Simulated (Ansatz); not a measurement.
`C[N]([AlH2])[AlH2]` + `O[SiH3]` → `O[SiH2][AlH2]` + `C[NH][AlH2]`  (formal exchange of groups at the Al–N bond)

Gas-phase electronic energies from Ansatz, PBE0-D4/def2-TZVP geometries. CBS: MP2 limit from def2 TZ/QZ plus the TZ coupled-cluster correction, frozen cores. DFT in def2-TZVPP. One conformer a species, not always the lowest.

```tsv
level	ΔE (eV)
RPA@PBE/def2-TZVPP	1.01
HF/CBS(def2)	0.99
```

Q: What does CCSD(T)/CBS give? (Best estimate.)

A: Ansatz gave: +0.99 eV. The listed levels differ from it by 0.02, 0.00 eV.

Largest T1 diagnostic among the species: 0.012.

At CCSD(T), def2-SVP lies +0.05 eV from the extrapolated value and def2-TZVPP +0.02 eV. Leaving LDA and LC-ωPBE aside and taking each functional with its dispersion term where it has one, the values, not all of them listed here, spread over 0.23 eV, from PBE-D4 to ωB97M-V. LDA lies +0.08 eV from PBE without D4. From BLYP to BHLYP (50 % exact exchange), in def2-TZVPP and without D4, ΔE moves by +0.09 eV.
